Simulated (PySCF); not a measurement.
BiHCl₂, SMILES [Cl][BiH][Cl]. Atoms are numbered in the order given.

```xyz
4

Bi    -0.0236    -0.4531     0.0000
H      1.7668    -0.6229     0.0000
Cl     0.0056     1.1244     1.8551
Cl     0.0056     1.1244    -1.8551
```

Geometry: PBE0-D3(BJ)/def2-TZVP. The def2 effective core potentials stand for the cores of Bi; spin–orbit coupling is left out.

Computed with PBE0-D3(BJ)/def2-TZVP (PySCF).

Frequencies are harmonic and unscaled.

Q: Estimate the vibrational spectrum. (An estimate is asked for; the answer gives what the named calculation found.)

A: 
| mode | ν (cm⁻¹) | IR (km/mol) | moving atoms (share of kinetic energy) |
|---|---|---|---|
| 1 | 105 | 1.9 | Cl 88 %, Bi 12 % |
| 2 | 326 | 68.9 | Cl 84 %, Bi 16 % |
| 3 | 342 | 28.4 | Cl 87 %, Bi 13 % |
| 4 | 559 | 13.2 | H 97 % |
| 5 | 577 | 13.4 | H 98 % |
| 6 | 1813 | 216.7 | H 99 % |
